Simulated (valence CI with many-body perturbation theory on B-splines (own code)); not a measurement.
Values are calculated unless marked as measured or tabulated.
## Hyperfine factors and g values of As¹⁷⁺

Method: relativistic CI+MBPT: six valence electrons over a frozen Dirac-Fock core [Ne], radial functions for each j: 9 s, 9 p, 8 d, 6 f, 3 g, 1 h, with the one-electron correlation potential Σ1, the two-electron term Σ2, the three-electron term Σ3, Breit, model QED; selected CI, second order for the rest, scaled by the run's own slope (own B-spline code, finite nucleus).

No measured spectrum was set against this ion. As an estimate, levels of excited configurations hold to 0.05 to 0.15 % of their energy, terms of the ground configuration to about 0.5 %. Among the levels kept, up to 1400 cm⁻¹ of a level comes from second order outside the variational space, and about a tenth of that is noise between levels of different J, which matters for small intervals.

A/g_I is the dipole constant over the nuclear g factor μ/I (μ in nuclear magnetons, uniformly magnetised nucleus), B/Q the quadrupole constant per barn. Both hold the static response of the core; the bare values leave it out. Large factors of s and p1/2 electrons are usually good to 5 to 10 %; those of open d and f shells near neutrality can be off by tens of per cent, and small factors of p3/2, d and f electrons come from cancelling terms and can be off by a factor of two or in sign, in half-filled shells by more. B is blank for J = 1/2, where it vanishes, and for nearly pure S terms. Energies count from the lowest level. Levels with J = 0 are left out.

Names give the largest LS component (configuration and term), which can be under half, so a name can repeat, a term be missing and a line seem to break the LS rules; names also repeat where a configuration has a term twice. Letters in brackets count levels of one name in rising energy.

```tsv
Level	E (eV)	g	A/g_I (MHz)	A/g_I bare	B/Q (MHz/b)	B/Q bare
3s2 3p4 3P_2	0.00	1.436	10600	10600	12700	12300
3s2 3p4 3P_1	6.10	1.500	-755	-284	-9800	-9470
3s2 3p4 1D_2	10.21	1.061	22900	22200	-32400	-31300
3s 3p5 3P°_2	57.03	1.499	47300	45700	-17700	-17100
3s 3p5 3P°_1	60.64	1.463	26200	25700	7650	7380
3s 3p5 1P°_1	72.84	1.034	48800	46800	-13400	-13000
3s2 3p3 3d 5D°_2	74.87	1.391	4330	4760	-668	-694
3s2 3p3 3d 5D°_3	74.92	1.435	3690	4140	2280	2310
3s2 3p3 3d 5D°_1	75.11	1.478	1580	2220	-1830	-1900
3s2 3p3 3d 5D°_4	75.76	1.466	1910	2350	2850	3120
3s2 3p3 3d 3D°_2 [a]	78.39	1.053	4150	4280	-2470	-2270
3s2 3p3 3d 3D°_3 [a]	81.04	1.286	1010	1410	8400	8270
3s2 3p3 3d 3D°_1 [a]	81.56	0.538	17500	16800	-666	-604
3s2 3p3 3d 3F°_2 [a]	82.06	0.894	17100	16600	-19300	-18700
3s2 3p3 3d 3F°_3 [a]	83.03	1.139	14300	14100	-16500	-16000
3s2 3p3 3d 3F°_4 [a]	84.63	1.212	11500	11400	-15700	-15000
3s2 3p3 3d 3G°_3	85.77	0.848	6730	6650	13500	13400
3s2 3p3 3d 3G°_4	87.10	1.146	4610	4740	22000	21600
3s2 3p3 3d 3G°_5	88.51	1.199	11100	11000	3910	4150
3s2 3p3 3d 1G°_4	88.59	1.025	13300	13000	1700	2020
3s2 3p3 3d 1D°_2	90.70	0.994	13400	13300	12800	12500
3s2 3p3 3d 3D°_1 [b]	90.81	0.540	3280	3230	-3610	-3420
3s2 3p3 3d 3P°_1 [a]	93.14	1.467	169	940	-1750	-1730
3s2 3p3 3d 3D°_2 [b]	94.43	1.135	-1010	-583	9340	9210
3s2 3p3 3d 3F°_3 [b]	94.97	1.061	10600	10500	8390	8390
3s2 3p3 3d 3F°_2 [b]	95.43	0.877	11600	11400	8780	8620
3s2 3p3 3d 3F°_4 [b]	97.25	1.195	6630	6720	5480	5630
3s2 3p3 3d 3D°_3 [b]	97.31	1.231	9690	9700	-3370	-3100
3s2 3p3 3d 3P°_2 [a]	97.77	1.335	4390	4700	13800	13400
3s2 3p3 3d 3P°_1 [b]	101.08	1.457	10500	10400	-2620	-2520
3s2 3p3 3d 3P°_2 [b]	101.46	1.462	11800	11900	-2250	-2300
3s2 3p3 3d 3S°_1	102.31	1.617	1240	1910	-2840	-2770
3s2 3p3 3d 3D°_3 [c]	103.12	1.193	5180	5350	16000	15700
3s2 3p3 3d 3D°_3 [d]	104.76	1.178	5540	5700	21800	21300
```

Task: Take the isotope of mass number 75, with I = 3/2, μ = 1.4383 μN and Q = 0.311 b. What is the hyperfine structure of 3s 3p5 1P°_1?

Result: From the table A = 46800 MHz, B = -4170 MHz. Shifts from the centre of gravity in MHz: F = 1/2: -122000, F = 3/2: -42600, F = 5/2: 69200.
